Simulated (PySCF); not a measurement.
C9H8N2.
Geometry (GFN2-xTB, Å), atoms numbered from 1 in this order:
```xyz
19
C9H8N2 angstrom
C     -2.4148    2.0796   -2.3656
N     -2.1023    0.8611   -2.3645
C     -1.3570    0.2811   -1.3667
C     -1.4663   -1.0980   -1.0081
C     -0.5399   -1.3419   -0.0469
N      0.1594   -0.1808    0.1943
C      1.1822   -0.0547    1.0584
C      2.1132    0.7083    1.6359
C      2.0468   -0.6830    2.0358
C      2.4438   -1.7219    2.7307
C     -0.3476    0.8166   -0.6004
H     -2.1820    2.7877   -1.5650
H     -2.9655    2.4595   -3.2136
H     -2.1729   -1.7880   -1.4211
H     -0.3041   -2.2385    0.4909
H      2.5770    1.6590    1.7321
H      1.9724   -2.6837    2.6271
H      3.2578   -1.6482    3.4298
H      0.0901    1.7952   -0.6022
```

NICS = −σ at a ghost point: NICS(0) at the centroid of the ring atoms, NICS(1) 1 Å to either side along the normal of their mean plane, zz for the tensor component along that normal. Level: GIAO PBE0/pcSseg-1 (PySCF, non-relativistic, gas phase) on the GFN2-xTB geometry, one conformer.

Ring bond lengths (Å), with Mayer bond orders in brackets: C3–C4 1.429 (1.30), C4–C5 1.357 (1.57), C5–N6 1.377 (1.07), N6–C11 1.372 (1.07), C11–C3 1.376 (1.43); C7–C8 1.335 (1.53), C8–C9 1.449 (0.86), C9–C7 1.448 (0.92).

Q: What do the NICS probes read (ppm)?

A: 
| ring | type | NICS(0) | NICS(1), two faces | NICS(1)zz, two faces | rms pucker (Å) | centre to ring atoms, mean (Å) |
| --- | --- | --- | --- | --- | --- | --- |
| C3–C4–C5–N6–C11 | 5-membered ring with N; formal bonds all aromatic | -11.0 | -9.0 / -8.9 | -23.3 / -22.1 | 0.01 | 1.18 |
| C7–C8–C9 | 3-membered carbocycle; formal bonds 1 double, 2 single | -27.1 | -7.3 / -7.3 | -10.2 / -10.2 | 0.00 | 0.81 |

Q: What do they say, and how far can they be read as aromaticity?

A: 
- C3–C4–C5–N6–C11: mean NICS(1)zz -22.7 ppm, shielded. For a flat ring without four-coordinate atoms the NICS criterion counts such a value as aromatic.
- C7–C8–C9: mean NICS(1)zz -10.2 ppm, shielded. NICS(0) lies 20 ppm below the mean NICS(1).

Q: How equal are the bonds by HOMA? HOMA = 1 − mean of α(R − Ropt)² over the ring bonds, with Krygowski's 1993 parameters (CC: Ropt 1.388 Å, α 257.7 Å⁻²; CN: Ropt 1.334 Å, α 93.52 Å⁻²).

A: 
- C3–C4–C5–N6–C11: HOMA 0.79; the largest term is that of C3–C4, α(R − Ropt)² = 0.44. The geometric and the magnetic index point the same way.
- C7–C8–C9: HOMA 0.13 = 1 − EN − GEO, with mean bond length 1.411 Å, EN = α(Ropt − mean)² = 0.135 and GEO = α × variance = 0.739.

Q: At the first NICS(1) probe listed for ring C3–C4–C5–N6–C11, 1 Å off the ring, what do the in-plane components average?

A: The isotropic value is a third of the trace: (3 × -9.0 − (-23.3))/2 = -1.8 ppm.

Q: Give the inner angles of the rings and the Hirshfeld charges of the ring atoms.

A: 
- C3–C4–C5–N6–C11: C3 107.0° (+0.012 e), C4 107.4° (-0.083 e), C5 108.6° (-0.018 e), N6 108.9° (+0.010 e), C11 108.1° (-0.036 e); sum 540.0° against 540° for a flat convex ring.
- C7–C8–C9: C7 62.6° (+0.069 e), C8 62.5° (-0.049 e), C9 54.9° (-0.015 e); sum 180.0° against 180° for a flat convex ring.

Q: How shielded are the nuclei of the rings and their hydrogens (means over atoms taken as equivalent)?

A: 
| atoms | environment | σ isotropic (ppm) |
| --- | --- | --- |
| C3 | aromatic carbon bearing nitrogen | 37.1 |
| C4 | aromatic CH carbon | 66.2 |
| C5 | aromatic CH next to a ring nitrogen | 59.0 |
| N6 | pyrrole-type nitrogen | 77.8 |
| C7 | vinylic carbon bearing nitrogen | 45.1 |
| C8 | alkene CH carbon | 81.7 |
| C9 | fully substituted alkene carbon | 64.6 |
| C11 | aromatic CH next to a ring nitrogen | 79.7 |
| H14 | aromatic hydrogen | 24.95 |
| H15 | aromatic hydrogen | 24.69 |
| H16 | vinylic hydrogen | 24.99 |
| H19 | aromatic hydrogen | 24.82 |
